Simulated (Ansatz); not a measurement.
System: sum formula SiOBr, net charge 0, doublet state. It need not be the lowest isomer of its formula. SMILES: Br[Si]=O
Geometry: optimised at B3LYP-D3(BJ)/def2-TZVP (Ansatz, an electronic-structure program).

Property: vertical ionisation energy (to the singlet state of charge +1; each state is the SCF solution reached for its spin; for the singlet the Hartree-Fock reference is unstable and T1 is 0.027), in eV. Correlated levels leave the core frozen unless marked. Open shells are spin-unrestricted. No spin-orbit coupling. The frozen core is the preceding noble-gas configuration, with the filled d and f shells of earlier blocks. Non-relativistic. Basis-set limits of correlation are two-point, X^-3; Hartree-Fock from the larger set. The bracket is a focal-point correction in the basis named.

```csv
level,program,vertical ionisation energy (eV)
PBE/def2-TZVPD,Ansatz,9.86
PBE0/def2-TZVPD,Ansatz,10.15
BHLYP/def2-TZVPD,Ansatz,10.28
CCSD/def2-SVPD,Ansatz,?
CCSD/def2-TZVPPD,Ansatz,?
"RI-MP2/CBS(def2-TZVPPD,def2-QZVPPD)+[CCSD(T)-MP2]/def2-TZVPPD",Ansatz,9.90
```

Task: Complete the blanks.

Result: 
- CCSD/def2-SVPD, vertical ionisation energy (eV): 9.91
- CCSD/def2-TZVPPD, vertical ionisation energy (eV): 9.94
